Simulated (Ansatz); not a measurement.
Born–Oppenheimer molecular dynamics of CH₈AlNS (12 atoms, charge 0, multiplicity 1). It starts from a rough guess of a transition structure, not a stationary point.

Method: Ansatz, UKS B3LYP-D4/6-31G.

```
ensemble                      : NVE (velocity Verlet)
time step                     : 0.5 fs
steps asked                   : 150
starting velocities drawn for : 300 K
seed                          : 117473
```

First frame:

```xyz
12
Properties=species:S:1:pos:R:3
Al -0.962 -1.438 0.097
S 0.785 -1.207 2.060
H -0.303 -2.161 -1.097
H -2.370 -1.831 0.572
H 0.252 0.207 1.089
N -0.458 0.744 0.089
C 0.423 1.319 -0.916
H 1.729 -1.456 1.154
H -1.056 1.450 0.505
H 1.100 2.062 -0.484
H -0.157 1.794 -1.710
H 1.017 0.517 -1.359
```

(1) How far do the bonds stretch over the last three quarters of this one trajectory? (Pairs bonded in most of those frames.)

Answers

(1) 
| bond | mean (Å) | spread (Å) | shortest | longest |
| --- | --- | --- | --- | --- |
| Al1–S2 | 2.310 | 0.079 | 2.21 | 2.50 |
| Al1–H3 | 1.615 | 0.049 | 1.54 | 1.69 |
| Al1–H4 | 1.615 | 0.047 | 1.55 | 1.70 |
| Al1–N6 | 2.046 | 0.064 | 1.96 | 2.17 |
| S2–H8 | 1.388 | 0.046 | 1.31 | 1.45 |
| H5–N6 | 1.085 | 0.139 | 0.87 | 1.29 |
| N6–C7 | 1.500 | 0.038 | 1.43 | 1.56 |
| N6–H9 | 1.023 | 0.015 | 0.99 | 1.05 |
| C7–H10 | 1.097 | 0.018 | 1.06 | 1.14 |
| C7–H11 | 1.096 | 0.023 | 1.06 | 1.13 |
| C7–H12 | 1.100 | 0.041 | 1.04 | 1.16 |

Mean temperature of the second half: 897 K. The conserved energy stayed within 1.4 meV per atom of its start (net change -0.11 meV per atom), so the integration is sound. The kinetic energy rose, since the run started high on the potential surface and went downhill. A run of 0.075 ps of so small a system gives no equilibrium averages. The orbitals were unrestricted but ended closed-shell. Limits of this set-up: no polarisation functions.

The run took 6.5 min on 1 thread of Intel(R) Xeon(R) 6975P-C (Granite Rapids), on a shared host, peak memory 0.23 GiB.
